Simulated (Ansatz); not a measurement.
Gas-phase reaction R1 → P1 + P2, each structure at its B3LYP-D3(BJ)/def2-TZVP stationary point, reached from a drawn start (curvature not checked).
R1: F3NbO (SMILES [O]=[Nb]([F])([F])[F]), charge 0, multiplicity 1.
P1, F2NbO (SMILES [O]=[Nb]([F])[F]) (charge 0, multiplicity 2):
```csv
atom,x (Å),y (Å),z (Å)
Nb,-0.0212,-0.0005,-0.1473
O,1.6673,-0.0085,0.0393
F,-0.8142,1.7015,0.0473
F,-0.8319,-1.6924,0.0608
```
P2: F atom, charge 0, multiplicity 2.

P less R. No zero-point or thermal terms; singlets are restricted closed shells; open shells are unrestricted; no spin–orbit coupling. The spin states of the d-block species are the ones drawn and need not be the lowest.

Cores are frozen in the correlated methods.

The values were computed with Ansatz (Gaussian basis) for Hartree–Fock, density functionals and correlated methods. No computed number here is a measurement. Elements past Kr take the def2 small-core potentials, without spin–orbit coupling.

```
level               reaction energy (kcal/mol)
------------------  --------------------------
HF/def2-TZVPP                            96.89
BHLYP/def2-TZVPP                        132.15
wB97X-V/def2-TZVPP                      146.80
B2PLYP/def2-TZVPP                       145.66
SCS-MP2/def2-SVP                        146.50
SCS-MP2/def2-TZVPP                      150.62
CCSD/def2-TZVPP                         137.65
CCSD(T)/def2-SVP                             ?
CCSD(T)/def2-QZVPP                           ?
```

### Question
Complete the blanks.

### Answer

- CCSD(T)/def2-SVP, reaction energy (kcal/mol): 137.27
- CCSD(T)/def2-QZVPP, reaction energy (kcal/mol): 144.26

Ansatz is an electronic-structure program.
